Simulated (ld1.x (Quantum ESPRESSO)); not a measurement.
u(r) = r·R(r): atom against pseudo-atom (cobalt (Co))

Columns: radius, all-electron u(r) and pseudo u(r) of the 3s shell (level -101.87 eV) of cobalt in the configuration [Ne] 3s2 3p6 3d7 4s2 4p0; LDA (PZ), scalar-relativistic, RRKJ scheme, ld1.x (Quantum ESPRESSO) 7.5.

```json
{"r (bohr)": "0.055", "all-electron": "0.2100", "pseudo": "0.0224"}
{"r (bohr)": "0.110", "all-electron": "-0.3971", "pseudo": "0.0617"}
{"r (bohr)": "0.165", "all-electron": "-0.6721", "pseudo": "0.1308"}
{"r (bohr)": "0.220", "all-electron": "-0.5756", "pseudo": "0.2364"}
{"r (bohr)": "0.275", "all-electron": "-0.2662", "pseudo": "0.3769"}
{"r (bohr)": "0.330", "all-electron": "0.1149", "pseudo": "0.5433"}
{"r (bohr)": "0.385", "all-electron": "0.4787", "pseudo": "0.7212"}
{"r (bohr)": "0.440", "all-electron": "0.7810", "pseudo": "0.8937"}
{"r (bohr)": "0.495", "all-electron": "1.0060", "pseudo": "1.0443"}
{"r (bohr)": "0.550", "all-electron": "1.1554", "pseudo": "1.1607"}
{"r (bohr)": "0.605", "all-electron": "1.2382", "pseudo": "1.2354"}
{"r (bohr)": "0.660", "all-electron": "1.2673", "pseudo": "1.2671"}
{"r (bohr)": "0.715", "all-electron": "1.2554", "pseudo": "1.2594"}
{"r (bohr)": "0.770", "all-electron": "1.2138", "pseudo": "1.2196"}
{"r (bohr)": "0.825", "all-electron": "1.1520", "pseudo": "1.1568"}
{"r (bohr)": "0.880", "all-electron": "1.0777", "pseudo": "1.0802"}
{"r (bohr)": "0.935", "all-electron": "0.9967", "pseudo": "0.9973"}
{"r (bohr)": "0.990", "all-electron": "0.9131", "pseudo": "0.9131"}
{"r (bohr)": "1.045", "all-electron": "0.8302", "pseudo": "0.8302"}
{"r (bohr)": "1.100", "all-electron": "0.7501", "pseudo": "0.7501"}
{"r (bohr)": "1.155", "all-electron": "0.6740", "pseudo": "0.6740"}
{"r (bohr)": "1.210", "all-electron": "0.6030", "pseudo": "0.6030"}
{"r (bohr)": "1.265", "all-electron": "0.5374", "pseudo": "0.5374"}
{"r (bohr)": "1.320", "all-electron": "0.4772", "pseudo": "0.4772"}
{"r (bohr)": "1.375", "all-electron": "0.4227", "pseudo": "0.4227"}
{"r (bohr)": "1.430", "all-electron": "0.3734", "pseudo": "0.3734"}
```

Problem. How many radial nodes do the two functions have?

Solution. The all-electron 3s function has n − l − 1 = 2; the pseudo-wave has 0, since the states of the same l below it are removed with the core.

Problem. At about which radius was the pseudo-wave matched?

Solution. 1.00 bohr, where the columns begin to agree (steps of 0.06 bohr).

Problem. Where does each function peak?

Solution. Outermost all-electron maximum near 0.66 bohr, pseudo maximum near 0.66 bohr (to the table’s step).

Problem. Is the pseudo-wave norm-conserving?

Solution. Yes: the RRKJ scheme keeps the norm inside the radius equal to the all-electron one, which fixes the energy derivative of the logarithmic derivative at the level.
